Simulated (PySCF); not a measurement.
A run for PySCF: D3(BJ) and D4 dispersion corrections on ClH5Si (a complex), monomers drawn apart or pushed together.

```python
from pyscf import gto
from pyscf.dispersion import dftd3, dftd4

mol = gto.M(
    atom='''
    Cl    0.62551507    1.13809305   -0.22468063
    H     1.11864222   -0.03363166   -0.05764518
    Si   -0.30072707   -0.26003036    3.77693047
    H    -0.43750867    1.20958668    3.85744242
    H    -1.28185680   -0.80744296    2.81416856
    H    -0.53845805   -0.85639737    5.11172746
    H     1.06780479   -0.60961898    3.33037149
    ''',
    basis='def2-svp',
    charge=0, spin=0, verbose=0, max_memory=1800)
d3, d4 = {}, {}
for xc in ['hf', 'pbe', 'blyp', 'revpbe', 'tpss', 'r2scan', 'b3lyp', 'pbe0', 'bhlyp', 'camb3lyp', 'b2plyp']:
    d3[xc] = float(dftd3.DFTD3Dispersion(mol, xc=xc, version='d3bj', atm=False).get_dispersion()['energy'])
    print(f'D3(BJ) {xc:10s} {d3[xc]:14.8f} Eh')
for xc in ['hf', 'pbe', 'blyp', 'revpbe', 'tpss', 'r2scan', 'b3lyp', 'pbe0', 'bhlyp', 'camb3lyp', 'b2plyp']:
    d4[xc] = float(dftd4.DFTD4Dispersion(mol, xc={'camb3lyp': 'cam-b3lyp'}.get(xc, xc), atm=True).get_dispersion()['energy'])
    print(f'D4     {xc:10s} {d4[xc]:14.8f} Eh')
```

The log:

```
D3(BJ) hf            -0.02408258 Eh
D3(BJ) pbe           -0.00290614 Eh
D3(BJ) blyp          -0.00607616 Eh
D3(BJ) revpbe        -0.00710509 Eh
D3(BJ) tpss          -0.00370652 Eh
D3(BJ) r2scan        -0.00092230 Eh
D3(BJ) b3lyp         -0.00498012 Eh
D3(BJ) pbe0          -0.00259113 Eh
D3(BJ) bhlyp         -0.00388207 Eh
D3(BJ) camb3lyp      -0.00245618 Eh
D3(BJ) b2plyp        -0.00234628 Eh
D4     hf            -0.00838967 Eh
D4     pbe           -0.00247409 Eh
D4     blyp          -0.00526617 Eh
D4     revpbe        -0.00747610 Eh
D4     tpss          -0.00332519 Eh
D4     r2scan        -0.00071208 Eh
D4     b3lyp         -0.00389649 Eh
D4     pbe0          -0.00215123 Eh
D4     bhlyp         -0.00290695 Eh
D4     camb3lyp      -0.00220808 Eh
D4     b2plyp        -0.00176859 Eh
```

The run finished.

Cost: very roughly 0.04 core-seconds.
